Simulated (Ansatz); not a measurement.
C3H7NSi, SMILES [SiH3]C1=NCC1.

Geometry: PBE0-D3(BJ)/def2-SVP. This is a generated structure with no PubChem entry under its InChIKey; it may be hypothetical.

Two levels are set side by side: PBE/def2-SVPD (Ansatz, a first-principles code) and CAM-B3LYP/def2-SVPD (Ansatz). Energy differences of separate SCF runs at the same geometry; the states with an electron removed or added have multiplicity 2 and 2. Differences are taken from unrounded values.

```json
[
 {"quantity": "vertical ionisation energy (eV)", "CAM-B3LYP": "9.60", "PBE": "9.29", "PBE minus CAM-B3LYP": "-0.31"},
 {"quantity": "vertical singlet–triplet gap (eV)", "CAM-B3LYP": "4.02", "PBE": "3.92", "PBE minus CAM-B3LYP": "-0.10"}
]
```
